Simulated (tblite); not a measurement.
Record of a relaxation.

C7H10B2.
Numbering: `[CH3:1][C:2]#[C:3][BH:4][CH2:5][BH:6][C:7]#[C:8][CH3:9]` (hydrogens: H10, H11, H12 on C1; H13 on B4; H14, H15 on C5; H16 on B6; H17, H18, H19 on C9)

Computed with GFN2-xTB (tblite), gas phase: L-BFGS steps from a force-field or distance-geometry start until the largest atomic force falls under 0.01 eV/Å. 9 of its 143 geometries are shown.

Step 0: E = -609.5247 eV, largest atomic force 2.812 eV/Å
```
atom  x, y, z in Å  |  force x, y, z in eV/Å
C1      5.072    0.478   -0.476   -0.989  -0.139  -0.081
C2      3.602    0.560   -0.334    2.187  -0.301   0.047
C3      2.415    0.595   -0.197   -2.732   0.379   0.546
B4      0.861    0.670   -0.025    1.177  -1.023  -1.109
C5      0.108   -0.740    0.194    0.623   0.165  -0.570
B6     -1.077   -0.936   -0.859   -0.603  -0.641   1.172
C7     -2.502   -0.496   -0.486    1.463  -0.249  -0.620
C8     -3.621   -0.162   -0.200   -1.737   0.422   0.217
C9     -5.012    0.230    0.117    0.403   0.190   0.407
H10     5.441   -0.551   -0.358   -0.245   0.283   0.114
H11     5.538    1.130    0.268   -0.026  -0.097  -0.242
H12     5.298    0.796   -1.493    0.246   0.172   0.074
H13     0.266    1.550   -0.510    0.066   0.381   0.427
H14     0.867   -1.535    0.007   -0.486   0.376   0.526
H15    -0.238   -0.795    1.232    0.001  -0.025  -0.262
H16    -0.891   -1.768   -1.685   -0.199   0.574  -0.129
H17    -5.698   -0.628    0.109    0.344   0.093  -0.281
H18    -5.059    0.618    1.168    0.108   0.016  -0.946
H19    -5.381    0.991   -0.618    0.398  -0.576   0.711
```

Step 18: E = -610.0230 eV, largest atomic force 0.125 eV/Å
```
atom  x, y, z in Å  |  force x, y, z in eV/Å
C1      5.020    0.484   -0.473   -0.038  -0.006   0.016
C2      3.583    0.541   -0.331    0.009  -0.020  -0.059
C3      2.377    0.581   -0.259   -0.051   0.009  -0.048
B4      0.880    0.582   -0.189   -0.004   0.060   0.021
C5      0.128   -0.769    0.147    0.066   0.030   0.047
B6     -1.105   -1.034   -0.783   -0.053   0.030  -0.017
C7     -2.470   -0.521   -0.439   -0.073   0.028  -0.007
C8     -3.602   -0.172   -0.196   -0.098  -0.010   0.062
C9     -4.958    0.222    0.122   -0.014   0.006  -0.002
H10     5.373   -0.538   -0.328    0.026   0.028  -0.019
H11     5.498    1.133    0.262   -0.008   0.002  -0.042
H12     5.288    0.821   -1.477    0.058  -0.012   0.068
H13     0.284    1.584   -0.338    0.006  -0.014   0.017
H14     0.830   -1.600    0.135    0.044  -0.074   0.026
H15    -0.202   -0.622    1.178   -0.067  -0.015   0.044
H16    -0.988   -1.647   -1.774    0.073  -0.050  -0.088
H17    -5.620   -0.645    0.064    0.061   0.032   0.011
H18    -5.014    0.644    1.128    0.011  -0.014  -0.056
H19    -5.311    0.966   -0.595    0.050  -0.011   0.026
```

Step 36: E = -610.0405 eV, largest atomic force 0.030 eV/Å
```
atom  x, y, z in Å  |  force x, y, z in eV/Å
C1      5.003    0.487   -0.489   -0.003  -0.002  -0.001
C2      3.560    0.522   -0.432    0.020  -0.012   0.019
C3      2.353    0.550   -0.360   -0.009   0.005  -0.003
B4      0.866    0.569   -0.176    0.002   0.010   0.003
C5      0.108   -0.770    0.190   -0.001  -0.003   0.006
B6     -1.086   -1.033   -0.800   -0.004   0.005  -0.011
C7     -2.468   -0.554   -0.465    0.000   0.002  -0.005
C8     -3.587   -0.196   -0.182    0.010   0.000  -0.026
C9     -4.934    0.227    0.127    0.012  -0.005  -0.003
H10     5.367   -0.527   -0.315    0.009   0.010  -0.010
H11     5.414    1.148    0.276    0.007  -0.005  -0.015
H12     5.350    0.828   -1.465   -0.016  -0.001   0.002
H13     0.285    1.586   -0.251   -0.024   0.010   0.005
H14     0.804   -1.608    0.212    0.003  -0.019   0.015
H15    -0.285   -0.620    1.198   -0.004   0.002   0.023
H16    -0.907   -1.601   -1.813    0.013  -0.007  -0.008
H17    -5.609   -0.629    0.071   -0.009   0.013   0.007
H18    -4.987    0.658    1.128    0.004  -0.002  -0.008
H19    -5.258    0.973   -0.600   -0.010   0.000   0.014
```

Step 53: E = -610.0457 eV, largest atomic force 0.046 eV/Å
```
atom  x, y, z in Å  |  force x, y, z in eV/Å
C1      4.976    0.488   -0.524    0.009   0.001   0.009
C2      3.536    0.504   -0.414    0.001   0.011  -0.019
C3      2.331    0.540   -0.314   -0.024  -0.012   0.007
B4      0.847    0.559   -0.111   -0.018   0.017  -0.022
C5      0.080   -0.779    0.243    0.017   0.037  -0.001
B6     -1.052   -1.036   -0.822   -0.011  -0.015   0.006
C7     -2.448   -0.563   -0.543    0.004   0.023   0.040
C8     -3.562   -0.197   -0.246    0.001  -0.017   0.025
C9     -4.895    0.233    0.112    0.007   0.015  -0.016
H10     5.364   -0.518   -0.367   -0.002  -0.030  -0.001
H11     5.402    1.153    0.227    0.031   0.020   0.014
H12     5.284    0.837   -1.509   -0.022   0.008  -0.019
H13     0.259    1.574   -0.183    0.015   0.000   0.018
H14     0.775   -1.617    0.308   -0.021   0.002   0.012
H15    -0.370   -0.614    1.224   -0.005  -0.041   0.000
H16    -0.814   -1.591   -1.828    0.020  -0.018  -0.024
H17    -5.581   -0.614    0.075    0.016   0.022   0.001
H18    -4.903    0.658    1.117    0.001  -0.025  -0.009
H19    -5.238    0.992   -0.592   -0.019   0.000  -0.021
```

Step 71: E = -610.0496 eV, largest atomic force 0.080 eV/Å
```
atom  x, y, z in Å  |  force x, y, z in eV/Å
C1      4.941    0.494   -0.576   -0.010  -0.007  -0.014
C2      3.508    0.520   -0.397    0.004  -0.001  -0.023
C3      2.306    0.536   -0.264   -0.065   0.033   0.034
B4      0.828    0.557   -0.012   -0.017   0.018   0.007
C5      0.063   -0.791    0.303    0.049   0.027  -0.015
B6     -1.016   -1.049   -0.816   -0.027   0.011  -0.002
C7     -2.418   -0.575   -0.578   -0.013   0.014   0.063
C8     -3.529   -0.201   -0.279    0.014   0.031   0.003
C9     -4.858    0.248    0.069   -0.004  -0.004  -0.005
H10     5.320   -0.519   -0.446    0.035  -0.012   0.007
H11     5.422    1.153    0.147   -0.016  -0.005   0.014
H12     5.189    0.841   -1.578    0.017   0.006  -0.029
H13     0.249    1.580   -0.018    0.018  -0.021   0.007
H14     0.768   -1.616    0.383    0.004  -0.056  -0.001
H15    -0.436   -0.660    1.265   -0.006   0.002   0.006
H16    -0.739   -1.594   -1.817    0.032  -0.014  -0.011
H17    -5.548   -0.596    0.036   -0.027   0.018  -0.017
H18    -4.870    0.675    1.072    0.022  -0.015  -0.002
H19    -5.193    1.007   -0.638   -0.010  -0.024  -0.022
```

Step 89: E = -610.0642 eV, largest atomic force 0.136 eV/Å
```
atom  x, y, z in Å  |  force x, y, z in eV/Å
C1      4.781    0.501   -0.813   -0.026   0.019   0.004
C2      3.394    0.548   -0.408   -0.131   0.023   0.027
C3      2.231    0.593   -0.078    0.072  -0.043   0.001
B4      0.808    0.544    0.395    0.023  -0.013  -0.002
C5      0.099   -0.861    0.532    0.001  -0.011   0.013
B6     -0.887   -1.043   -0.687   -0.038  -0.053   0.026
C7     -2.303   -0.574   -0.533    0.046   0.026  -0.041
C8     -3.436   -0.184   -0.370   -0.028   0.004   0.048
C9     -4.781    0.296   -0.149    0.023   0.015  -0.011
H10     5.153   -0.523   -0.753    0.027   0.044  -0.029
H11     5.384    1.143   -0.171    0.001  -0.014   0.034
H12     4.872    0.862   -1.837    0.009  -0.039  -0.030
H13     0.236    1.529    0.681    0.008   0.016  -0.023
H14     0.839   -1.659    0.561    0.008  -0.041  -0.034
H15    -0.477   -0.878    1.457    0.010   0.033   0.030
H16    -0.542   -1.551   -1.688    0.036   0.037   0.007
H17    -5.489   -0.531   -0.206    0.020   0.019  -0.007
H18    -4.855    0.765    0.833   -0.026  -0.014   0.007
H19    -5.036    1.032   -0.911   -0.033  -0.006  -0.021
```

Step 106: E = -610.0751 eV, largest atomic force 0.041 eV/Å
```
atom  x, y, z in Å  |  force x, y, z in eV/Å
C1      4.638    0.527   -0.977    0.003   0.021  -0.005
C2      3.306    0.533   -0.416    0.035  -0.009  -0.019
C3      2.192    0.538    0.052   -0.003  -0.013   0.015
B4      0.821    0.461    0.651   -0.011  -0.001  -0.008
C5      0.105   -0.945    0.727    0.030   0.006   0.004
B6     -0.794   -1.008   -0.568   -0.028   0.009  -0.004
C7     -2.207   -0.512   -0.499    0.003   0.007  -0.009
C8     -3.345   -0.114   -0.406   -0.008  -0.021  -0.010
C9     -4.713    0.339   -0.301    0.000  -0.004   0.001
H10     5.043   -0.486   -0.983    0.001   0.020  -0.005
H11     5.295    1.172   -0.392    0.006  -0.005   0.006
H12     4.609    0.901   -2.001   -0.013  -0.012   0.009
H13     0.281    1.431    1.032    0.018  -0.009   0.008
H14     0.835   -1.753    0.724    0.000  -0.004   0.013
H15    -0.507   -1.008    1.626   -0.008   0.008  -0.002
H16    -0.361   -1.412   -1.581   -0.006  -0.003   0.003
H17    -5.381   -0.518   -0.390   -0.027   0.001   0.005
H18    -4.883    0.823    0.661   -0.008   0.006  -0.003
H19    -4.943    1.042   -1.102    0.016   0.003   0.001
```

Step 124: E = -610.0783 eV, largest atomic force 0.024 eV/Å
```
atom  x, y, z in Å  |  force x, y, z in eV/Å
C1      4.582    0.554   -1.058    0.008   0.004  -0.020
C2      3.290    0.514   -0.413    0.003   0.006   0.012
C3      2.206    0.485    0.121    0.011  -0.003  -0.005
B4      0.861    0.409    0.778   -0.010   0.000  -0.001
C5      0.096   -0.972    0.812   -0.005   0.001   0.002
B6     -0.768   -0.993   -0.509   -0.010  -0.009   0.000
C7     -2.185   -0.508   -0.478    0.004  -0.003   0.014
C8     -3.330   -0.121   -0.425   -0.001   0.001  -0.012
C9     -4.694    0.351   -0.379   -0.004   0.003  -0.008
H10     5.012   -0.447   -1.111    0.009   0.003   0.000
H11     5.261    1.208   -0.510   -0.008  -0.004   0.010
H12     4.468    0.941   -2.071    0.004  -0.001  -0.005
H13     0.374    1.377    1.231    0.006  -0.009   0.005
H14     0.800   -1.803    0.807    0.002   0.010   0.009
H15    -0.538   -1.034    1.695    0.001  -0.003  -0.003
H16    -0.301   -1.365   -1.520    0.001  -0.005  -0.007
H17    -5.381   -0.489   -0.481    0.009  -0.012   0.011
H18    -4.891    0.858    0.566   -0.011   0.001   0.008
H19    -4.873    1.045   -1.200   -0.009   0.020  -0.010
```

Step 142: E = -610.0792 eV, largest atomic force 0.010 eV/Å
```
atom  x, y, z in Å  |  force x, y, z in eV/Å
C1      4.622    0.561   -1.039    0.000   0.001   0.001
C2      3.317    0.509   -0.420   -0.008  -0.001   0.000
C3      2.222    0.472    0.092    0.009   0.002  -0.003
B4      0.870    0.406    0.736   -0.002   0.004   0.004
C5      0.094   -0.967    0.789   -0.002   0.001  -0.003
B6     -0.796   -1.002   -0.514    0.000  -0.008   0.001
C7     -2.211   -0.507   -0.467    0.004   0.001  -0.001
C8     -3.354   -0.117   -0.415    0.003   0.003   0.000
C9     -4.721    0.350   -0.362    0.000   0.000  -0.004
H10     5.064   -0.435   -1.084    0.000   0.002   0.000
H11     5.281    1.219   -0.472    0.001   0.000  -0.003
H12     4.528    0.950   -2.053    0.002   0.000   0.003
H13     0.390    1.383    1.179    0.000  -0.001  -0.001
H14     0.793   -1.802    0.786   -0.003  -0.003   0.002
H15    -0.527   -1.014    1.683    0.002  -0.001  -0.001
H16    -0.353   -1.396   -1.527   -0.004   0.003   0.001
H17    -5.401   -0.497   -0.462   -0.002  -0.001   0.007
H18    -4.918    0.853    0.585   -0.001  -0.005   0.001
H19    -4.910    1.044   -1.181    0.002   0.005  -0.004
```

Q: Summarise the path.

A: The energy falls by 53.50 kJ/mol from step 0 to step 142; nine tenths of that is first reached at step 19. It rises by more than 0.2 meV at step 1. The largest force goes from 2.812 to 0.010 eV/Å. Among the bonds C3–B4 changes most, from 1.565 to 1.499 Å; the atoms move by 0.744 Å rms after alignment.

The cost below is that of the whole relaxation. Hardware: one thread, Arm Neoverse N1 (aarch64) (shared host). Cost: 1.6 s.
